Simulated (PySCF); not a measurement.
SMILES BCC#C, PBE/def2-SVP optimised geometry.

```
9

B      1.65     0.81    -1.24
C      0.89     0.22     0.00
C     -0.57     0.22     0.00
C     -1.79     0.23    -0.02
H      1.08     1.27    -2.21
H      2.87     0.81    -1.21
H      1.29     0.75     0.90
H      1.29    -0.81     0.14
H     -2.87     0.24    -0.03
```

Density from PBE/def2-TZVP (PySCF) at that geometry.

Minimum of the electron density along straight lines between bonded atoms, close to the bond critical point (lines longer than 1.1 times the sum of covalent radii, or with two minima, are not listed):

```csv
bond,length / Å,ρ at the minimum / e bohr⁻³,∇²ρ there / e bohr⁻⁵,position (fraction from the first atom)
B1–C2,1.572,0.184,-0.30,0.33
C2–C3,1.456,0.268,-0.69,0.47
C3–C4,1.223,0.397,-1.06,0.51
B1–H5,1.215,0.182,-0.46,0.44
B1–H6,1.218,0.180,-0.44,0.44
C2–H7,1.119,0.253,-0.79,0.64
C2–H8,1.119,0.253,-0.78,0.64
C4–H9,1.081,0.277,-0.97,0.66
```
